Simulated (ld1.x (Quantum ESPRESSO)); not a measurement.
# Before and after: RRKJ potential for Ni (Z = 28)

* Element: Ni (Z = 28)
* Generator: ld1.x (Quantum ESPRESSO) 7.5
* Type: norm-conserving RRKJ (Kleinman–Bylander form)
* Functional: PW91
* Relativity: scalar-relativistic
* Frozen core: [Ne] 3s2
* Valence charge: 16
* Reference configuration: 3p6 3d8 4s1.5 4p0 (charge +0.5)
* Partial waves: 3p (bound): rc 1.25 bohr; 3d (bound): rc 1.30 bohr; 4s (bound): rc 2.15 bohr
* Local potential: the s channel
* Core correction: none
* rho0: 0.005

Change: all radii scaled by about 0.75 (s 1.62, p 0.94, d 0.98 bohr).

Cutoffs: the cutoffs (Ry, on a coarse ladder) from which the occupation-weighted sum of valence levels, in a spherical-Bessel basis at the reference potential, stays within 10 and 1 mRy of its value at 400 Ry; they do not see the model core or the augmentation charge, which bear on the density cutoff. Errors are all-electron minus pseudo energies relative to the spin-unpolarised reference configuration.

Task: Predict the effect on cutoff, ghosts and configuration errors.

Result: The potential gets harder (110 Ry and 160 Ry → 180 Ry and 260 Ry); of the 7 tests that both files solve, the error grows in 0 and shrinks in 1 by more than 15 % and 0.3 meV (median size 39.7 → 43.0 meV); neither file shows a bound ghost. A smaller radius makes the pseudo-wave follow the all-electron one further in, where it bends more sharply, so more plane waves are needed.

| quantity | base | changed |
| --- | --- | --- |
| cutoff, loose | 110 Ry | 180 Ry |
| cutoff, tight | 160 Ry | 260 Ry |
| loose cutoff by channel (10 mRy a level) | p 70 Ry, d 90 Ry, s 8 Ry | p 100 Ry, d 160 Ry, s 18 Ry |
| bound ghosts | none | none |
| error for 3p6 3d8 4s2 4p0, meV [ΔE -3.75 eV] | -0.1 | -0.2 |
| error for 3p6 3d8 4s1 4p0, meV [ΔE 5.64 eV] | -1.6 | -1.8 |
| error for 3p6 3d8 4s0 4p0, meV [ΔE 23.05 eV] | -17 | -19 |
| error for 3p6 3d7 4s2 4p1, meV [ΔE 6.83 eV] | -1201 | -1222 |
| error for 3p6 3d8.5 4s1.5 4p0, meV [ΔE -4.94 eV] | -40 | -43 |
| error for 3p5 3d8 4s2 4p0, meV [ΔE 75.84 eV] | -673 | -463 |
| error for 3p6 3d8 4s0 4p1, meV [ΔE 11.35 eV] | -1206 | -1164 |
